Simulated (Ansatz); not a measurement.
Mulliken charges of `[SiH3][O][In][SH]` radical from ωB97M-V/def2-TZVPP in Ansatz (PBE0-D4/def2-TZVP geometry).

```csv
atom,x (Å),y (Å),z (Å),charge (e)
Si1,0.722,0.833,0.277,0.375
O2,1.504,-0.480,-0.170,-0.607
In3,0.808,-2.272,-1.058,0.451
S4,-1.929,-0.733,-0.750,-0.238
H5,0.664,1.078,1.746,-0.048
H6,-0.827,0.574,-0.144,-0.028
H7,1.097,2.083,-0.442,-0.045
H8,-2.038,-1.083,0.542,0.141
```

Question: By hand: the dipole of these point charges (1 e Å = 4.8032 D).

Answer: Σ q r = (-0.164, -0.561, -0.075) e Å, of length 0.589 e Å = 2.83 D.

Question: How does the dipole of the full density compare? (Estimate.)

Answer: The calculation gave: (-0.016, -0.244, 0.021) e Å, 1.18 D; the point charges give 2.40 times that, at 17° from its direction.

Point charges leave out the atoms' own dipoles, such as those of lone pairs, and Mulliken's split depends on the basis, so the two needn't agree.
